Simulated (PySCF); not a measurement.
How many f electrons in PmBr?

Unrestricted PBE0; Pm x2c-SVPall, Br x2c-SVPall; spin-free X2C with a Gaussian nucleus (PySCF 2.14). The search starts from ions with several 4f fillings and holds each by maximum overlap.

The lowest solution has 2Ms+1 = 7, about 5.0 4f electrons, near 2.73 Å.

The lowest solution of each spin and filling, followed along the bond (rough minima from three points):

```tsv
2Ms+1	4f population	⟨S²⟩ at the start	R at minimum (Å)	Te (eV)
7	5.02	12.00	2.73	0.00
5	5.03	7.01	2.73	0.20
7	4.06	12.01	2.63	1.66
5	4.20	6.02	2.58	1.71
```

Solutions at the starting distance of 2.655 Å, counted from the lowest; the search is not exhaustive:

| 2Ms+1 | 4f population | E (eV) | ⟨S²⟩ | ⟨Lz²⟩ | μ (D) |
| --- | --- | --- | --- | --- | --- |
| 7 | 5.02 | 0.00 | 12.00 | 9.0 | -4.63 |
| 7 | 5.01 | 0.11 | 12.00 | 10.0 | -4.68 |
| 5 | 5.03 | 0.20 | 7.01 | 9.0 | -4.39 |
| 5 | 4.97 | 0.30 | 6.95 | 9.7 | -4.29 |
| 5 | 4.97 | 0.30 | 6.96 | 10.0 | -4.32 |
| 5 | 4.98 | 0.30 | 6.96 | 10.1 | -4.32 |
| 7 | 4.99 | 1.56 | 12.01 | 10.1 | -3.94 |
| 7 | 4.06 | 1.63 | 12.01 | 13.0 | -4.52 |
| 5 | 4.20 | 1.71 | 6.02 | 9.0 | -2.97 |
| 9 | 4.99 | 7.13 | 20.00 | 8.1 | 3.24 |

Partly filled real f orbitals mix terms, so no term symbols are given. A positive dipole means Pm(−)Br(+).

Spin–orbit coupling is left out. Counting both spins, an empty level lies below a filled one in some of these solutions, because spin and occupation are held. The state is the lowest single determinant that the PBE0 search found; with open d or f shells the true ground state can be another one.
